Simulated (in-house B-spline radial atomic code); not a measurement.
## Solving the quasi-particle equation for 4d up of In⁸⁺

Configuration [Kr] 4d5, highest spin, start PBE; correlation leaves out the 4 deepest shells. Computed with an all-electron radial atomic-structure program (B-spline basis): all electrons, scalar-relativistic (spin-free one-electron X2C), finite nucleus, each spin shell either full or empty, empty states to l = 9 with an (l + 1/2)⁻⁴ tail; G0W0 by contour deformation at full frequency.

At the mean-field level ε = -146.815 eV the matrix elements are Σx = -51.001 eV, v_xc = -39.657 eV and Σc(ε) = -0.397 eV, and the slope of the correlation self-energy is dΣc/dω = -0.0302. The quasi-particle energy solves E = ε + Σx − v_xc + Σc(E).

(1) What does the linearised equation give?

(2) How does that compare with the full solution and with static screening?

Results:

(1) Z = 1/(1 − dΣc/dω) = 1/1.0302 = 0.9707. The first-order shift is Σx − v_xc + Σc(ε) = -51.001 − (-39.657) + (-0.397) = -11.741 eV, so E ≈ ε + Z × shift = -146.815 + 0.9707 × (-11.741) = -158.212 eV.

(2) Solving the equation at full frequency dependence gives E = -158.198 eV, where Σc = -0.039 eV and the weight is 0.968; the linearised value is off by 14 meV. Leaving Z out would give -158.556 eV. Static COHSEX puts -3.439 eV in place of Σc and gives -161.598 eV, 3.40 eV deeper.
